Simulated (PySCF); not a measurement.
Cl2La, doublet, at a GFN2-xTB geometry (such geometries of metal compounds can be far from the true shape) (the multiplicity is a formal guess) (core potentials on La); DF-R2SCAN/def2-TZVP (PySCF).

Input for PySCF:
```python
from pyscf import gto, scf, dft

mol = gto.M(
    atom='''
La    0.364856   -0.024101    0.430976
Cl    0.882485    0.353027   -1.969961
Cl   -2.105827   -0.272216    0.524924
''',
    basis='def2-tzvp',
    ecp={'La': 'def2-tzvp'},
    charge=0,
    spin=1,
    verbose=4,
)

mf = dft.UKS(mol)
mf.xc = 'r2scan'
mf = mf.density_fit(auxbasis='def2-universal-jkfit')
mf.kernel()
```

The log (banner, timings and long lists left out):

```
PySCF version 2.14.0

[INPUT] verbose = 4
[INPUT] num. atoms = 3
[INPUT] num. electrons = 45
[INPUT] charge = 0
[INPUT] spin (= nelec alpha-beta = 2S) = 1
[INPUT] symmetry False subgroup None
[INPUT] Mole.unit = angstrom
[INPUT] Symbol           X                Y                Z      unit          X                Y                Z       unit  Magmom
[INPUT]  1 La     0.364856000000  -0.024101000000   0.430976000000 AA    0.689477914904  -0.045544289328   0.814426606261 Bohr   0.0
[INPUT]  2 Cl     0.882485000000   0.353027000000  -1.969961000000 AA    1.667654959037   0.667124344577  -3.722686766074 Bohr   0.0
[INPUT]  3 Cl    -2.105827000000  -0.272216000000   0.524924000000 AA   -3.979436295714  -0.514413686725   0.991962596211 Bohr   0.0

nuclear repulsion = 118.434464375076
number of shells = 40
number of NR pGTOs = 186
number of NR cGTOs = 114
basis = def2-tzvp
ecp = {'La': 'def2-tzvp'}

******** <class 'pyscf.df.df_jk.DFUKS'> ********
method = DFUKS
initial guess = minao
damping factor = 0
level_shift factor = 0
DIIS = <class 'pyscf.scf.diis.CDIIS'>
diis_start_cycle = 1
diis_space = 8
diis_damp = 0
SCF conv_tol = 1e-09
SCF conv_tol_grad = None
SCF max_cycles = 50
direct_scf = False
number electrons alpha = 23  beta = 22
XC library pyscf.dft.libxc version 7.1.2
    S. Lehtola, C. Steigemann, M. J. T. Oliveira, and M. A. L. Marques,  SoftwareX 7, 1–5 (2018)
XC functionals = r2scan
    J. W. Furness, A. D. Kaplan, J. Ning, J. P. Perdew, and J. Sun,  J. Phys. Chem. Lett. 11, 8208–8215 (2020)
    J. W. Furness, A. D. Kaplan, J. Ning, J. P. Perdew, and J. Sun,  J. Phys. Chem. Lett. 11, 9248–9248 (2020)
    J. W. Furness, A. D. Kaplan, J. Ning, J. P. Perdew, and J. Sun,  J. Phys. Chem. Lett. 11, 8208–8215 (2020)
    J. W. Furness, A. D. Kaplan, J. Ning, J. P. Perdew, and J. Sun,  J. Phys. Chem. Lett. 11, 9248–9248 (2020)
radial grids:
    Treutler-Ahlrichs [JCP 102, 346 (1995); DOI:10.1063/1.469408] (M4) radial grids

becke partition: Becke, JCP 88, 2547 (1988); DOI:10.1063/1.454033
pruning grids: <function nwchem_prune>
grids dens level: 3
symmetrized grids: False
atomic radii adjust function: <function treutler_atomic_radii_adjust>
small_rho_cutoff = 0
Set gradient conv threshold to 3.16228e-05
tot grids = 62464
init E= -945.818134308971

cycle= 1 E= -951.953945997314  delta_E= -6.14  |g|= 0.506  |ddm|= 8.83
cycle= 2 E= -951.875065283661  delta_E= 0.0789  |g|= 0.607  |ddm|= 1.47
cycle= 3 E= -952.094724453778  delta_E= -0.22  |g|= 0.111  |ddm|= 0.922
cycle= 4 E= -952.099217179014  delta_E= -0.00449  |g|= 0.0737  |ddm|= 0.167
cycle= 5 E= -952.102026813141  delta_E= -0.00281  |g|= 0.012  |ddm|= 0.0872
cycle= 6 E= -952.102128221537  delta_E= -0.000101  |g|= 0.00407  |ddm|= 0.0241
cycle= 7 E= -952.102146427763  delta_E= -1.82e-05  |g|= 0.00146  |ddm|= 0.0131
cycle= 8 E= -952.102150697955  delta_E= -4.27e-06  |g|= 0.000585  |ddm|= 0.00838
cycle= 9 E= -952.102152017477  delta_E= -1.32e-06  |g|= 0.00012  |ddm|= 0.00757
cycle= 10 E= -952.102152041094  delta_E= -2.36e-08  |g|= 5e-05  |ddm|= 0.000833
cycle= 11 E= -952.102152044001  delta_E= -2.91e-09  |g|= 9.77e-06  |ddm|= 0.000294
cycle= 12 E= -952.102152044072  delta_E= -7.09e-11  |g|= 7.6e-06  |ddm|= 6.81e-05
Extra cycle  E= -952.102152044046  delta_E= 2.64e-11  |g|= 1.15e-05  |ddm|= 2.49e-05
converged SCF energy = -952.102152044046  <S^2> = 0.75194015  2S+1 = 2.0019392
```
